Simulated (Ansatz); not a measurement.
Consider the substitution at a C–O bond: `CO[CH2][ZnH]` + H–F → `F[CH2][ZnH]` + CH₃OH.

Calculated with Ansatz (gas phase, PBE0-D4/def2-TZVP geometries, no zero-point term in ΔE). CCSD(T)/CBS adds triple-zeta CCSD(T) − MP2 to the extrapolated MP2 energy (def2 sets, frozen cores). This one scheme is used for every species. Functionals use def2-TZVPP. For Zn outer-core shells are correlated without core-valence functions, which leaves a few kJ/mol of doubt a bond. Scalar relativity is left out up to krypton. One conformer a species, not always the lowest.

`CO[CH2][ZnH]`:

Cartesian coordinates in Å:
```
C 0.062 0.063 1.632
O 0.199 0.597 0.345
C -0.126 -0.342 -0.666
Zn 0.117 0.557 -2.395
H 0.329 0.842 2.349
H -0.971 -0.260 1.824
H 0.725 -0.802 1.780
H -1.162 -0.698 -0.539
H 0.516 -1.234 -0.581
H 0.312 1.275 -3.747
```

H–F:

```xyz
2

F     0.075    0.214   -0.400
H    -0.075   -0.214    0.400
```

`F[CH2][ZnH]`:

```xyz
6

F     0.450   -1.128    1.208
C    -0.198   -0.006    0.670
Zn    0.264    0.153   -1.240
H     0.115    0.864    1.257
H    -1.272   -0.138    0.837
H     0.641    0.255   -2.731
```

CH₃OH:

Cartesian coordinates in Å:
```
C 0.129 0.100 0.316
O -0.641 -0.657 -0.589
H -0.071 -0.293 1.313
H -0.142 1.163 0.309
H 1.206 0.012 0.126
H -0.481 -0.326 -1.475
```

CCSD(T)/CBS gives +23.4 kJ/mol.

**Question.** Another level gave +17.8 kJ/mol. Which?
A. PBE0-D4/def2-TZVPP
B. LDA (SPW92)/def2-TZVPP
C. LC-ωPBE/def2-TZVPP
D. MP2/def2-TZVPP

**Answer.** A. PBE0-D4 17.8, LDA (SPW92) 23.7, LC-ωPBE 12.3, MP2/def2-TZVPP 31.2 kJ/mol.

Largest T1 diagnostic among the species: 0.014.

The D4 term adds +6.9 kJ/mol with B3LYP and +3.8 kJ/mol with PBE0; it sums over pairs of atoms, weighted by their polarisabilities, and B3LYP, whose exchange is more repulsive, gets the larger term. In def2-TZVPP, CCSD(T) changes the Hartree–Fock value by +20.1 kJ/mol (the triples alone add +2.8 kJ/mol) and MP2 by +27.6 kJ/mol. From BLYP to BHLYP (50 % exact exchange), in def2-TZVPP and without D4, ΔE moves by +5.7 kJ/mol.

B3LYP here is the variant with VWN-RPA as its local correlation; programs differ in this.
